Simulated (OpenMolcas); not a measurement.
Re6+ (d1) among equal point charges was computed by CASSCF with the d shell active (OpenMolcas, ANO-RCC-VDZP on the metal). Its lowest spin-free states, and all those of the highest spin:

| 2S+1 | Degeneracy | E (cm-1) |
| --- | --- | --- |
| 2 | 2 | 0.0 |
| 2 | 3 | 5107 |

Task: Is the site octahedral, tetrahedral or cube-like, axial, or of lower symmetry?

Result: The states with 2S+1 = 2 have orbital degeneracies 2, 3. Threefold states need a cubic site. For d1 at this spin an octahedron puts the threefold T2 below the twofold E and a tetrahedron or cube puts the twofold E below the threefold T2, so the site is a tetrahedron or a cube, which this pattern cannot tell apart. The first gap at this spin, 5110 cm-1, is |10Dq| in ligand-field theory. The run had Re6+ among 4 point charges of -2 e arranged as a tetrahedron (Td), 1.87 Å from the ion.

Spin-orbit coupling mixes the spin-free states strongly: the lowest level takes only 61 % from its leading state, 2E. An orbital doublet at a regular site is open to a Jahn-Teller distortion, which this geometry leaves out. This is an electrostatic model: the charges have no orbitals. No measured value stands beside these numbers.
